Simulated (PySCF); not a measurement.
SMILES B/C=C\C=C at its GFN2-xTB optimised geometry (Å):

```
12

B      1.9747     0.5569    -0.0174
C      1.0314    -0.6579     0.0000
C     -0.3199    -0.6579     0.0000
C     -1.1670     0.5069     0.0000
C     -2.4966     0.4317     0.0337
H      1.5917     1.6439    -0.2160
H      3.1194     0.3860     0.1615
H      1.4869    -1.6439     0.0241
H     -0.8560    -1.6030     0.0144
H     -0.6781     1.4688    -0.0288
H     -3.0085    -0.5170     0.0699
H     -3.1194     1.3098     0.0291
```

Calculation: PBE/def2-TZVP (PySCF). Cells within 0.4 Å of a nucleus heavier than hydrogen are left out (blank, or x).

Map of the electrostatic potential (hartree/e), clipped to [-0.08, 0.12] on the plane z = 0.0 Å:

```
|111111111111111111111111111|
|111111111111111111111111111|
|111111111111111111111111111|
|111112111111111111111111111|
|112222222211111111000001111|
|222222222222211110000000011|
|222222222222221110000000001|
|222233332234432122100000000|
|222357743369952399400000000|
|222489995699993599930000000|
|222499999999993499994100000|
|2223799999x9974699x99930000|
|2223599xx9xx99799xx99961000|
|222359999999999999999941000|
|222379999999xx9xx9973210000|
|222379996799xx9xx9721000001|
|222347964699999999821000011|
|222234444799998999931111111|
|222223333599943699731111111|
|222222223356432355321111111|
|222222222333322222221111111|
|122222222222222222211111111|
|112222222222222211111111111|
|111122222222221111111111111|
|111111122221111111111111111|
|111111111111111111111111111|
|111111111111111111111111111|
```
Scale: ten equal steps from -0.022 (start of '0') to 0.120 (end of '9'), in the order '0123456789'; x runs from -5.50 to 5.50, y from -5.50 (bottom) to 5.50 (top).
